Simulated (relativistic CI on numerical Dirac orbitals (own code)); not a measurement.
**Ru²⁺: 4p photoemission**

Computed with this model: Dirac-Coulomb-Breit CI, KLI orbitals optimised for each configuration, model QED, valence Slater integrals scaled by 0.8, multiplet model of photoemission in the sudden approximation; configurations [Kr] 4d6 → [Ar] 3d10 4s2 4p5 4d6; 300 K; Lorentzian 1.2 eV and Gaussian 0.6 eV FWHM. Energies are those of the free ion, without screening or charge transfer. The energies are binding energies and can lie tens of eV above those of solids. S is read from ⟨S²⟩ = S(S + 1).

Field parameters in Wybourne normalisation: D4h B²₀ = −7Ds, B⁴₀ = 21(Dq − Dt), B⁴₄ = 21√(5/14) Dq. The field is a parameter set, without covalency.

free ion: ground-state S = 1.99, centroid 75.91 eV. Peaks (eV, height): 70.2 (100), 71.4 (97), 73.4 (45), 76.0 (56), 82.8 (21), 86.0 (55).

D4h, 10Dq = 16050, Ds = -1500, Dt = -300 cm⁻¹: ground-state S = 0.10, centroid 76.15 eV. Peaks (eV, height): 73.2 (100), 83.4 (16).

Strongest unbroadened transitions for free ion:

```csv
Energy (eV),Relative strength
70.06,100.0
70.52,5.0
71.27,6.4
71.52,75.3
71.83,11.4
72.02,5.5
73.08,5.6
73.48,6.6
73.57,6.5
73.82,14.6
74.47,6.0
76.01,53.6
76.54,4.8
82.70,9.8
85.27,17.0
85.86,24.0
86.21,21.1
86.71,18.6
```
